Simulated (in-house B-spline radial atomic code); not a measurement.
## RPA and G0W0 on PBE: the molybdenum ion Mo⁶⁺

Configuration [Ar] 3d10 4s2 4p6, mean-field start PBE. Computed with a B-spline radial code for spherical atoms: all electrons, scalar-relativistic (spin-free one-electron X2C), finite nucleus, each spin shell either full or empty, empty states to l = 9 with an (l + 1/2)⁻⁴ tail; G0W0 by contour deformation at full frequency.

Command:
```bash
python run_gw.py task.json out
```
Settings (radii: box in bohr, nucleus in fm):
```
Z                        42
electrons                36
configuration            [Ar] 3d10 4s2 4p6
hamiltonian              x2c
method                   pbe,pbe
lmax                     9
rms_radius               4.4091
spin_polarised           False
box_radius               9.29
intervals                67
```

Cost of the run: 1 s on 1 thread of AMD EPYC 9R45 96-Core Processor, on a shared host.

Energies (hartree):

```
                                     term        value
                         mean-field total  -4040.12455
Hartree-Fock functional on these orbitals  -4038.58648
                      direct second order      -3.1221
                    second-order exchange      0.89437
                         SOSEX correction      0.83566
```

What is the RPA correlation energy, and what remains with SOSEX?

RPA gives -2.7789 hartree (-2.1 eV per electron); RPA + SOSEX gives -1.9432, and the second-order doubles -2.2277 hartree (no singles). RPA lacks exchange-type terms and so overcorrelates at short range.

Quasi-particle levels (eV):

```
level  occupied  mean field  Σx - vxc     Σc  QP weight     G0W0
   4p       yes     -117.14     -8.89      ?          ?        ?
   3d       yes     -306.57    -29.10   7.48      0.877  -328.19
   4d        no      -76.28      9.64  -2.46      0.968   -69.10
```

G0W0 = mean field + (Σx - vxc) + Σc, with Σc (partial-wave tail included) taken at the quasi-particle energy. Only the outer levels were computed. Levels of low weight are left out.

Where does G0W0 put 4p?

At -126.70 eV, with Σc = -0.67 eV and a quasi-particle weight of 0.957. The tabulated removal energy is 125.638 ± 0.025 eV (NIST, semi-empirical); the calculation leaves out spin-orbit coupling, Breit and QED terms, and what these don't explain is the method's own error.
